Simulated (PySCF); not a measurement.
# SnH⁺ at LC-ωPBE

Level: LC-ωPBE. basis Sn cc-pVDZ-PP with ECP28, H cc-pVDZ; scalar-relativistic core potentials; PySCF 2.14.

For SnH⁺, the state is ¹Σ⁺ (singlet), closed shell and the bond length is 1.747 Å. The harmonic wavenumber is 1918 cm⁻¹. The force constant is 2.17 mdyn/Å and the rotational constant Be is 5.526 cm⁻¹. The anharmonicity ωexe is 21.4 cm⁻¹ and the vibration–rotation constant αe is 0.109 cm⁻¹. The well depth De to Sn⁺ + H is 2.62 eV, the dissociation energy D0 is 2.50 eV and the HOMO–LUMO gap is 9.27 eV. The bond order (Mayer) is 0.98. The dipole moment (positive dipole points towards H; it is taken about the centre of mass and depends on that origin) is 0.20 D.

These are scalar-relativistic numbers at best; spin–orbit coupling would shift them, the dissociation energy most. For an ion De counts to the pair picked by the measured ionisation energies or electron affinities, which need not be the lowest pair at this level.
